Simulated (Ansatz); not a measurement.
Basis-set series for `C[SiH](Cl)N=C=O`. The species carries charge 0 and has multiplicity 1. The geometry is a stationary point of PBE0-D4/def2-TZVP. It is one conformer, not always the lowest.

```xyz
10

C     0.340    1.561    0.270
Si   -0.460   -0.083    0.515
Cl   -2.409   -0.012   -0.132
N     0.380   -1.267   -0.383
C     0.482   -2.229   -1.088
O     0.633   -3.156   -1.772
H     0.319    1.845   -0.784
H     1.381    1.525    0.600
H    -0.181    2.329    0.846
H    -0.484   -0.513    1.928
```

| functional | basis | functions | energy (Eh) | HOMO (eV) | LUMO (eV) |
| --- | --- | --- | --- | --- | --- |
| PBE0-D4 | def2-TZVPP | 264 | -958.01329 | -8.67 | 0.08 |
| PBE0-D4 | def2-QZVPP | 488 | -958.04781 | -8.70 | -0.04 |
| ωB97M-V | def2-TZVPP | 264 | -958.40497 | -10.88 | 2.09 |
| ωB97M-V | def2-QZVPP | 488 | -958.43731 | -10.91 | 1.59 |

Problem. Give the rows for def2-SVP. (Best estimate.)

Solution. Ansatz gave: 
```csv
functional,basis,functions,energy (Eh),HOMO (eV),LUMO (eV)
PBE0-D4,def2-SVP,112,-957.50929,-8.56,0.30
ωB97M-V,def2-SVP,112,-957.89416,-10.73,2.45
```

Positive LUMOs are unbound and depend on the basis.
